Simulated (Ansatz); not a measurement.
Geometry optimisation, Ansatz 0.2.0, DFT LDA, scalar-relativistic, plane waves, PAW.

The input (input.yaml):

```yaml
crystal:
  lattice:
    - [7.78, 0.0, 0.0]
    - [0.0, 5.501291, 0.0]
    - [0.0, 0.0, 17.125968]
  atoms:
    - { symbol: Pd, position: [0.25, 0.25, 0.0583909] }
    - { symbol: Pd, position: [0.75, 0.25, 0.0583909] }
    - { symbol: Pd, position: [0.25, 0.75, 0.0583909] }
    - { symbol: Pd, position: [0.75, 0.75, 0.0583909] }
    - { symbol: Pd, position: [0.0, 0.0, 0.1386971] }
    - { symbol: Pd, position: [0.5, 0.0, 0.1386971] }
    - { symbol: Pd, position: [0.0, 0.5, 0.1386971] }
    - { symbol: Pd, position: [0.5, 0.5, 0.1386971] }
    - { symbol: Pd, position: [0.25, 0.25, 0.2190034] }
    - { symbol: Pd, position: [0.75, 0.25, 0.2190034] }
    - { symbol: Pd, position: [0.25, 0.75, 0.2190034] }
    - { symbol: Pd, position: [0.75, 0.75, 0.2190034] }
    - { symbol: Pd, position: [0.0, 0.0, 0.2993097] }
    - { symbol: Pd, position: [0.5, 0.0, 0.2993097] }
    - { symbol: Pd, position: [0.0, 0.5, 0.2993097] }
    - { symbol: Pd, position: [0.5, 0.5, 0.2993097] }
    - { symbol: I, position: [0.1396813, 0.178557, 0.4423673] }
basis:
  ecutwfc: 420.0
kpoints:
  mp_grid: { grid: [2, 3, 1] }
hamiltonian:
  xc: lda
scf:
  occupations: { method: gaussian, width: 0.15 }
  lower_state_search: "off"
relax:
  f_tol: 0.03
  max_steps: 60
  adjacent_minimum: "off"
  constraints: [{ sites: [0, 1, 2, 3] }]
output:
  write_density: true
  write_potential: true
  elf: true
  volumetric_format: npy
```

Launched with:

```bash
$ ansatz run input.yaml --threads 4 --pin off --max-ram 10240MiB --backend cpu --events-out ev --progress --plain --runs-dir out
```

**Question.** Where does it end, and by what steps?

**Answer.** The run converged. The force dipped under the threshold on the way, but the program's further checks kept it going. Limits of this set-up: coarse k mesh, thin slab, slab without dipole correction, odd electron count without spin. After 12 steps the energy has fallen by 2.042 eV; I17 moved furthest, 1.71 Å. Joined: Pd9–I17 (3.94 → 2.61 Å), Pd14–I17 (3.85 → 2.69 Å), Pd16–I17 (4.12 → 2.69 Å).

| step | energy less start (eV) | largest force component (eV/Å) | accepted |
| --- | --- | --- | --- |
| 0 | 0.0000 | 2.032 | yes |
| 1 | -0.4896 | 1.764 | yes |
| 2 | -0.8466 | 0.995 | yes |
| 3 | -1.1193 | 0.508 | yes |
| 4 | -1.3011 | 0.380 | yes |
| 5 | -1.4319 | 0.355 | yes |
| 6 | -1.5476 | 0.434 | yes |
| 7 | -1.6894 | 0.526 | yes |
| 8 | -1.8452 | 0.544 | yes |
| 9 | -1.9807 | 0.385 | yes |
| 10 | -2.0256 | 0.462 | yes |
| 11 | -2.0416 | 0.019 | yes |
| 12 | -2.0416 | 0.021 | yes |

```xyz
17
Lattice="7.7800 0.0000 0.0000 0.0000 5.5013 0.0000 0.0000 0.0000 17.1260" Properties=species:S:1:pos:R:3
Pd 1.945 1.375 1.000
Pd 5.835 1.375 1.000
Pd 1.945 4.126 1.000
Pd 5.835 4.126 1.000
Pd -0.027 -0.011 2.178
Pd 3.915 -0.011 2.178
Pd -0.026 2.754 2.176
Pd 3.914 2.754 2.177
Pd 1.941 1.363 3.526
Pd 5.833 1.360 3.660
Pd 1.941 4.114 3.610
Pd 5.832 4.109 3.688
Pd -0.003 -0.036 4.904
Pd 3.884 -0.036 4.903
Pd -0.002 2.752 4.903
Pd 3.882 2.751 4.902
I 1.939 1.355 6.137
```

Whether the end is a true minimum wasn't checked by a vibrational analysis.

Time of the run: 2.9 min on 4 threads of AMD EPYC 7B13 (Zen 3), on a shared host, peak memory 2.7 GiB.
